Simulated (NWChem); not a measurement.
CH₄O₃W; SMILES [CH3][W](=[O])(=[O])[OH]

```xyz
9

W      0.0522     0.0358     0.0000
O      1.0314    -0.1833     1.3773
O      1.0288    -0.1844    -1.3791
O     -0.9288     1.6337     0.0001
H     -0.8223     2.5885     0.0014
C     -1.2636    -1.6090     0.0014
H     -1.8977    -1.5783     0.9031
H     -0.7061    -2.5584    -0.0029
H     -1.9034    -1.5738    -0.8961
```
Atoms are numbered in this order, from 1.

All runs: NWChem. Medium grid unless said otherwise, to which SCAN and Minnesota functionals are sensitive. Structure relaxed at the PBE0/def2-SVP level. Not confirmed as a minimum by frequencies. def2 effective core potentials on W; no spin-orbit coupling. Hybrids' shares of exact exchange are those that their runs print; pure functionals count as 0. The functionals differ in more than this share.

```
row              share of exact exchange  orbital gap (eV)
---------------  -----------------------  ----------------
PBE/def2-SVP                        0.00              4.53
M06-L/def2-SVP                      0.00              4.97
B3LYP/def2-SVP                      0.20          withheld
MPW1K/def2-SVP                      0.43              8.66
M05-2X/def2-SVP                     0.56              9.60
```

Problem. Fit a straight line of the last column on the one before it, predict the withheld value, and compare with the run.

Solution. 
1. Means of the 4 shown rows: x = 0.247, y = 6.940. Slope Σ(x − x̄)(y − ȳ)/Σ(x − x̄)² = 2.229/0.2535 = 8.795; intercept 4.763.
2. The shown rows scatter about the line by 0.172 (root mean square); the largest residual is -0.23, at PBE/def2-SVP.
3. At x = 0.20 (B3LYP/def2-SVP; inside the shown range) the line gives 6.52.
4. The run gives 6.40, -0.12 from the line, 0.7 times the scatter.
